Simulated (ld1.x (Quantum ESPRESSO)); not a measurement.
Values are calculated unless marked as measured or tabulated.
# Hardness and transferability of assorted potentials

Generated with ld1.x 7.5 (TM, RRKJ, ultrasoft, PAW), atompaw 4.2 or ONCVPSP 4.0.1. The cutoff is in Ry: for ld1.x and atompaw files where the sum of valence levels is converged to 10 mRy in a Bessel basis, for ONCV files where the hardest occupied wave has 1 mHa per electron of residual kinetic energy. The error is the largest all-electron minus pseudo excitation energy over each file’s own four to seven test configurations (ionisations up to +4, promotions, holes and added fractions of an electron), all of which were solved. The labels leave out finer settings (local radius, basis sizes, second energies), which also bear on the numbers. Spin-polarised tests are not counted. The rows are a selection from randomly drawn settings: files with unsolved tests, undetermined cutoffs or missed reference levels are left out.

| element | potential | cutoff (Ry) | largest error (meV) | bound ghosts |
| --- | --- | --- | --- | --- |
| Mg | RRKJ, PBE, non-relativistic, rc 2.15/2.65 (sp), local s, core correction yes, reference 3s1 3p1 | 6 | +14 | none |
| Si | PAW, PBE, scalar-relativistic, rc 1.70/1.70/1.35 (spd), local smoothed, core correction yes, reference 3s1.75 3p2.25 | 10 | -54 | none |
| Cl | PAW, PBE, scalar-relativistic, rc 1.25/1.20/1.35 (spd), local smoothed, core correction yes, reference 3s2 3p5 | 25 | -79 | none |
| Ge | TM semilocal, LDA (PZ), scalar-relativistic, rc 1.60/1.90/1.10 (spd), local p, core correction no, reference 3d10 4s2 4p2 | 230 | -426 | none |
| Sr | TM, PBE, scalar-relativistic, rc 3.20/3.45/3.65/4.00 (spdf), local s, core correction yes, reference 4d0.5 5s1.5 5p0 | 10 | -22 | none |
| Te | TM, LDA (PZ), scalar-relativistic, rc 1.35/2.35/1.15 (spd), local s, core correction no, reference 4d10 5s2 5p4 | 120 | -30 | none |

(1) Fill in the row for Mo: TM, PBE, scalar-relativistic, rc 1.40/1.44/1.22 (spd), local s, core correction no, reference 4s2 4p6 4d4 5s0 5p0.

## Answers

(1) cutoff 90 Ry, largest error +509 meV, bound ghosts: none.
